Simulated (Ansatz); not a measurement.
Cartesian coordinates in Å:
```
N -0.181 -0.417 1.604
C 0.356 -0.906 0.491
N 0.309 -0.285 -0.634
Ge -0.610 1.555 -0.851
H -0.644 0.487 1.543
H -0.132 -0.918 2.469
H 0.846 -1.875 0.583
H 0.755 -0.763 -1.403
H 0.652 2.092 -1.650
H -1.351 1.031 -2.153
```

Charge 0, multiplicity 1. The bonds changed during the relaxation, so this is another structure than the one it started from.

**Question.** List the r2SCAN/def2-TZVPP orbital energies in eV (Ansatz). (Estimate.)

**Answer.** Computed: Occupied: -10832.37, -1347.45, -1197.55, -1197.49, -1197.47, -386.85, -386.12, -276.23, -165.58, -115.42, -115.23, -115.14, -28.67, -28.59, -28.52, -28.43, -28.36, -26.20, -23.63, -17.14, -15.68, -13.66, -12.79, -11.93, -10.86, -8.48, -7.54, -6.35, -4.46. Lowest empty: -1.26, 0.06, 0.63, 1.25, 1.75, 2.14, 2.92, 3.45.
